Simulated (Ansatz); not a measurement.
```yaml
crystal:
  periodic: [true, true, true]
  atoms:
    - {symbol: F, position_ang: [1.219947, 0.832395, 1.989002]}
    - {symbol: C, position_ang: [1.381519, -0.231096, 1.130974]}
    - {symbol: C, position_ang: [0.124901, -0.482275, 0.355048]}
    - {symbol: O, position_ang: [-0.034670, 0.580574, -0.584298]}
    - {symbol: C, position_ang: [-1.174791, 0.578230, -1.280651]}
    - {symbol: F, position_ang: [-2.257666, 0.693344, -0.499794]}
    - {symbol: F, position_ang: [-1.153915, 1.599734, -2.117801]}
    - {symbol: F, position_ang: [-1.338496, -0.548285, -1.992797]}
    - {symbol: H, position_ang: [1.622239, -1.119296, 1.723109]}
    - {symbol: H, position_ang: [2.212773, -0.005128, 0.457394]}
    - {symbol: H, position_ang: [-0.734543, -0.517713, 1.029652]}
    - {symbol: H, position_ang: [0.209601, -1.435681, -0.175837]}
basis:
  gaussian: {orbitals: cc-pVTZ}
magnetization: {spin_polarized: true, initial_magnetization: 0}
hamiltonian: {xc: {name: HSE06}}
scf: {lower_state_search: off}
```

```sh
$ ansatz run in.yaml --threads 4 --pin off --events-out ev --progress --plain --max-ram 11315MiB
```

Shortened log:

```
Error: YAML parse error: error: line 2 column 3: crystal: missing field `lattice` (a structure is typed as `lattice` and `atoms`, a molecule's as `atoms` in Å alone, or read from a run's directory, `checkpoint`)
 --> <input>:2:3
1 | crystal:
2 |   periodic: [true, true, true]
3 |   atoms:
4 |     - {symbol: F, position_ang: [1.219947, 0.832395, 1.989002]}
```

(1) What is wrong with this run?

Answers

(1) The molecule is marked periodic without a cell. The input was rejected before any iteration.

HSE06 is defined as in plane-wave codes.
